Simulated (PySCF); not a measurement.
Al(F)(Br)(OMe) (CH₃AlBrFO), SMILES C[O][Al]([Br])[F].

The structure is a stationary point at B3LYP-D3(BJ)/def2-SVP. Other conformers were not sampled.

Computed with PBE/def2-TZVP in PySCF.

Gas-phase values at a fixed geometry.

The total energy comes out as -3031.10037 hartree and the point group comes out as Cs. The highest occupied level is -7.12 eV, the lowest empty level is -1.96 eV and the orbital gap is 5.16 eV. The dipole moment is 2.01 D. The quadrupole, principal values (traceless, Buckingham form, about the centre of nuclear charge) is -7.94, 2.97, 4.96 D·Å, the mean static polarisability comes out as 58.7 bohr³ (8.70 Å³) and the polarisability, principal values comes out as 47.9, 57.9, 70.3 bohr³.
